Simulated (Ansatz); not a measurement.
`[OH][GeH2][I]` + CH₃OH → `C[O][GeH2][OH]` + HI at 600 K and 1 bar (ligand exchange at a Ge–I bond).

Program: Ansatz. Geometries: PBE0-D4/def2-TZVP. ΔE: electronic, gas phase. CBS: MP2 limit from def2 TZ/QZ plus the TZ coupled-cluster correction, frozen cores. This one scheme is used for every species. def2 core potentials past Kr. For Ge, I outer-core shells are correlated without core-valence functions, which leaves a few kJ/mol of doubt a bond. Scalar relativity is left out up to krypton. Each species was taken in one conformer, which may not be the lowest.

```csv
species,CCSD(T)/CBS energy (Eh),H − E (kJ/mol),S (J/(mol·K))
`[OH][GeH2][I]`,-2450.58625,122.5,385.3
CH₃OH,-115.61712,163.6,277.3
`C[O][GeH2][OH]`,-2268.14728,245.3,429.6
HI,-298.03592,31.6,227.0
```

H − E and S are ideal-gas, rigid-rotor, harmonic terms from PBE0-D4/def2-TZVP, for one conformer and one mirror image of each species. 1 Eh = 2625.50 kJ/mol, R = 8.31446 J/(mol·K).

**Question.** By hand: ΔE, ΔH, ΔS and ΔG.

**Answer.** ΔE = (-2268.14728) + (-298.03592) − (-2450.58625) − (-115.61712) = 0.02017 Eh = 53.0 kJ/mol. Δ(H − E) = 245.3 + 31.6 − 122.5 − 163.6 = -9.2, so ΔH = 43.8 kJ/mol. ΔS = 429.6 + 227.0 − 385.3 − 277.3 = -6.0 J/(mol·K). ΔG = 43.8 − 600 × (-6.0)/1000 = 47.4 kJ/mol.

**Question.** By hand: the equilibrium constant, and the temperature at which ΔG would vanish if ΔH and ΔS stayed fixed.

**Answer.** log₁₀ K = −ΔG/(RT ln 10) = -4.1. ΔH and −TΔS have one sign here, so there is no such temperature.

The number of gas molecules stays the same, so ΔS is small and ΔH decides. A doubt of 5 kJ/mol in ΔE shifts log₁₀ K by 0.4 here. Other conformers and mirror images would add mixing entropy, several J/(mol·K) or more a flexible species. Modes under 60 cm⁻¹, often nearly free rotors, make the harmonic entropy too high. These are equilibria of isolated gas molecules and say nothing of rates. Largest T1 diagnostic: 0.012 (customary marks: 0.02 for closed shells, 0.045 for open ones).

ΔS is within the doubt of such terms, so its sign, and with it that verdict, could turn.
